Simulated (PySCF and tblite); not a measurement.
Results of a calculation; reference values are marked as such.
3 regioisomers of C5H8Si:

```csv
isomer,SMILES
A,[SiH3:1][C:2]1=[CH:3][CH:4]=[CH:5][CH2:6]1
B,[SiH3:1][CH:2]1[CH:3]=[CH:4][CH:5]=[CH:6]1
C,[SiH3:1][C:2]1=[CH:3][CH2:4][CH:5]=[CH:6]1
```

Protocol: conformer search, at most 6 conformers an isomer, GFN2-xTB geometries, energies CAM-B3LYP/pcSseg-1 (IEF-PCM, acetonitrile) (D3(BJ) added where defined), GIAO shieldings CAM-B3LYP/pcSseg-1 (IEF-PCM, acetonitrile), weights at 298.15 K with GFN2-xTB thermal terms. Programs: PySCF with density fitting and tblite.

(1) What shifts does each isomer give (ppm)?

Unscaled ²⁹Si shifts at such levels can be off by tens of ppm; differences between conformers or isomers are more reliable. Shifts are unscaled: against experiment ¹³C can be off by 15 ppm or more and ¹H by 0.8 ppm.

## Answers

(1) 
A: ¹H (against TMS): 7.29 (H3, 1H), 7.29 (H5, 1H), 6.88 (H4, 1H), 3.29 (H6, 2H). ¹³C (against TMS): 157.7 (C3), 156.3 (C5), 150.9 (C2), 143.3 (C4), 52.3 (C6). ²⁹Si (against TMS): -83.8 (Si1).

B: ¹H (against TMS): 7.05 (H3/H6, 2H), 7.00 (H4/H5, 2H), 3.71 (H2, 1H). ¹³C (against TMS): 149.6 (C3/C6), 140.7 (C4/C5), 50.4 (C2). ²⁹Si (against TMS): -60.8 (Si1).

C: ¹H (against TMS): 7.27 (H3, 1H), 6.96 (H5, 1H), 6.93 (H6, 1H), 3.28 (H4, 2H). ¹³C (against TMS): 162.9 (C3), 148.0 (C5), 146.0 (C6), 145.8 (C2), 49.8 (C4). ²⁹Si (against TMS): -83.8 (Si1). H not on carbon is left out.
